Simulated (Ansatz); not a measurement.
mer-CoF3(H2O)3 (CoO₃F₃H₆). Total charge 0; singlet. Geometry r2SCAN-D4/def2-SVP, basis def2-TZVP, Ansatz.

```json
{"run": "A", "HOMO (eV)": "-11.29", "LUMO (eV)": "-0.72"}
{"run": "B", "HOMO (eV)": "-8.13", "LUMO (eV)": "-3.14"}
{"run": "C", "HOMO (eV)": "-6.17", "LUMO (eV)": "-3.89"}
{"run": "D", "HOMO (eV)": "-8.53", "LUMO (eV)": "-2.80"}
{"run": "E", "HOMO (eV)": "-11.27", "LUMO (eV)": "-0.57"}
{"run": "F", "HOMO (eV)": "-5.29", "LUMO (eV)": "-3.88"}
```

LC-ωPBE has ω = 0.4 bohr⁻¹. B3LYP takes the VWN-RPA correlation. At PBE0-D4/def2-TZVP a quintet of charge 0 lies 0.40 eV below the restricted singlet, each at its own geometry.

Problem. The runs used B3LYP, LC-ωPBE, PBE0, r2SCAN, revPBE, ωB97X-V. Estimate which is which.

Solution. A LC-ωPBE (range-separated); B B3LYP (20 % exact exchange); C r2SCAN (0 % exact exchange); D PBE0 (25 % exact exchange); E ωB97X-V (range-separated); F revPBE (0 % exact exchange). Exact exchange lowers occupied and raises empty levels; among semilocal functionals meta-GGAs tend to open the gap a little, and such runs are hard to tell apart. The gap grows from 1.42 eV (revPBE) to 10.70 eV (ωB97X-V).
